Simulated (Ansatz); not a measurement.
C2H4SSi, SMILES `C#CS[SiH3]`, relaxed with RKS PBE0-D4/def2-TZVP in Ansatz from a PBE-D4/def2-SVP geometry. The force threshold is 0.005 eV/Å; the program also tests the step.

Total charge 0; spin multiplicity 1.

Start:

```xyz
8

C    -2.057   -1.219   -0.169
C    -1.362   -0.262   -0.500
S    -0.445    1.078   -0.991
Si    1.339    0.662    0.203
H    -2.679   -2.057    0.115
H     1.001    0.670    1.665
H     1.930   -0.660   -0.188
H     2.274    1.787   -0.135
```

```json
{"step": "1", "energy (eV)": "-20842.1112", "largest force (eV/Å)": "1.423", "largest move (Å)": "0.000"}
{"step": "2", "energy (eV)": "-20842.1650", "largest force (eV/Å)": "0.202", "largest move (Å)": "0.058"}
{"step": "3", "energy (eV)": "-20842.1672", "largest force (eV/Å)": "0.105", "largest move (Å)": "0.017"}
{"step": "4", "energy (eV)": "-20842.1676", "largest force (eV/Å)": "0.027", "largest move (Å)": "0.020"}
{"step": "5", "energy (eV)": "-20842.1677", "largest force (eV/Å)": "0.009", "largest move (Å)": "0.005"}
{"step": "6", "energy (eV)": "-20842.1677", "largest force (eV/Å)": "0.004", "largest move (Å)": "0.004"}
```

End:

```xyz
8

C    -2.002   -1.192   -0.159
C    -1.336   -0.247   -0.497
S    -0.438    1.084   -0.996
Si    1.305    0.649    0.194
H    -2.593   -2.025    0.139
H     0.944    0.646    1.631
H     1.868   -0.663   -0.200
H     2.253    1.748   -0.113
```

It took 27 s on 2 threads of an Arm Neoverse V1 on a shared host, with 0.34 GiB of host memory at the peak.
